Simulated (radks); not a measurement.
The mean radii <r> (bohr) of the occupied orbitals of an atom or ion are listed with their occupations. Method: Dirac Kohn-Sham, RPBE, spin-unpolarised, spherical densities, finite nucleus; Fermi nuclear charge, rms radius of each element as measured or else 0.836 A^(1/3) + 0.57 fm; computed with a radial shooting solver on a logarithmic mesh with Libxc functionals.

orbital  occ.      <r>
1s1/2       2  0.02151
2s1/2       2  0.09096
2p1/2       2  0.07589
2p3/2       4  0.08284
3s1/2       2   0.2389
3p1/2       2   0.2286
3p3/2       4   0.2418
3d3/2       4   0.2141
3d5/2       6   0.2182
4s1/2       2   0.5415
4p1/2       2   0.5529
4p3/2       4   0.5830
4d3/2       4   0.6179
4d5/2       6   0.6286
5s1/2       2    1.327
5p1/2       2    1.493
5p3/2       4    1.592
4f5/2       6   0.8874
4f7/2       3   0.9052

Name the element and its charge. Open shells, if any, fill j = l - 1/2 first.

Answer. Z = 65, terbium, charge +2: Tb2+ in [Xe] 4f9. The 1s radius gives Z: for a bare nucleus <r> = (2 gamma + 1)/(2Z) with gamma = sqrt(1 - (Z/c)^2), 0.02124 bohr for Z = 65, and screening makes it slightly larger (0.02151 here). The occupations add up to 63, and the charge is Z minus that.
